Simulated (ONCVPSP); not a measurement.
# What one change does to a pseudopotential (Nb (Z = 41), ONCV)

| Item | Value |
| --- | --- |
| Element | niobium (Nb) |
| Generator | ONCVPSP 4.0.1 |
| Type | optimised norm-conserving Vanderbilt (ONCV) |
| Functional | PBE |
| Relativity | scalar-relativistic |
| Frozen core | [Ar] 3d10 4s2 |
| Valence charge | 11 |
| Reference configuration | 4p6 4d4.5 5s0.5 |
| Partial waves | 5s: rc 3.25 bohr, ncon 4, nbas 9, qcut 1.6 1/bohr, 2 projectors, debl 2.8 Ha; 4p: rc 2.15 bohr, ncon 4, nbas 8, qcut 6.3 1/bohr, 1 projector; 4d: rc 2.85 bohr, ncon 4, nbas 9, qcut 5.2 1/bohr, 2 projectors, debl 2.8 Ha |
| Local potential | polynomial inside 1.80 bohr (lpopt 5, dvloc0 6 Ha) |
| Core correction | none |

All-electron outer shells of the reference configuration (PBE, scalar-relativistic, ld1.x):

```json
{"shell": "4s", "level (eV)": "-57.41", "outermost node (bohr)": "0.53", "outermost maximum (bohr)": "1.04"}
{"shell": "4p", "level (eV)": "-33.59", "outermost node (bohr)": "0.54", "outermost maximum (bohr)": "1.12"}
{"shell": "5s", "level (eV)": "-3.70", "outermost node (bohr)": "1.41", "outermost maximum (bohr)": "3.12"}
{"shell": "4d", "level (eV)": "-2.41", "outermost node (bohr)": "0.55", "outermost maximum (bohr)": "1.51"}
```

Change: reference 4p6 4d4 5s0.75 5p0.25; wave 4p: rc 2.15 bohr, ncon 4, nbas 8, qcut 6.3 1/bohr, 1 projector becomes 4p+5p: rc 2.15 bohr, ncon 4, nbas 8, qcut 6.3 1/bohr, 2 projectors.

Cutoffs: the cutoffs (Ha) at which the residual kinetic energy of the hardest occupied pseudo-wave falls to 1 and 0.1 mHa per electron; they do not see the model core or the augmentation charge, which bear on the density cutoff. Errors are all-electron minus pseudo energies relative to the spin-unpolarised reference configuration.

Problem. What does the change do?

Solution. The potential gets neither clearly harder nor softer (12 Ha and 20 Ha → 12 Ha and 21 Ha); the p channel sets the loose cutoff, while the largest relative change is in s, which becomes harder; the number of tests with a reliable result goes from 4 to 2; the range in which the p phases agree widens (upper end 0.3 → at the end of the scan); neither file shows a bound ghost.

```csv
quantity,base,changed
"cutoff, loose",12 Ha,12 Ha
"cutoff, tight",20 Ha,21 Ha
loose cutoff by channel,"s 4.4 Ha, p 12 Ha, d 9.8 Ha","s 6.1 Ha, p 12 Ha, d 9.9 Ha"
bound ghosts,none,none
GHOST(+) flags under 300 eV,s at 93.3 eV,s at 92.7 eV
tests with a reliable result,4 of 4,2 of 4
s: phases at 3.30 bohr within 0.05 rad from the reference energy up to (Ha; the scan ends near 5),n/a,1.1
p: phases at 2.18 bohr within 0.05 rad from the reference energy up to (Ha; the scan ends near 5),0.3,to the end of the scan
d: phases at 2.89 bohr within 0.05 rad from the reference energy up to (Ha; the scan ends near 5),0.8,0.7
```
